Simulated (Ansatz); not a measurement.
Consider the isomerisation: `CC(=O)[SiH2][SiH3]` → `C=C[SiH2][SiH2]O`.

Computed with Ansatz on PBE0-D4/def2-TZVP structures; ΔE is electronic, products minus reactants. CCSD(T)/CBS adds triple-zeta CCSD(T) − MP2 to the extrapolated MP2 energy (def2 sets, frozen cores). DFT in def2-TZVPP. One conformer a species, not always the lowest.

```csv
level,ΔE (kJ/mol)
PBE0-D4,-96.2
ωB97M-V,-106.7
r2SCAN,-97.5
MP2/def2-TZVPP,-118.0
```

(1) What does CCSD(T)/CBS give? (An estimate is asked.)

Largest T1 diagnostic among the species: 0.015.

## Answers

(1) Ansatz gave: -116.7 kJ/mol. The listed levels differ from it by 20.5, 10.0, 19.2, -1.3 kJ/mol.

From PBE to PBE0 (25 % exact exchange), in def2-TZVPP and without D4, ΔE moves by −12.1 kJ/mol.

CCSD(T)/CBS has its own doubt, a few kJ/mol and more with outer-core shells, so smaller differences from it don't rank the levels.
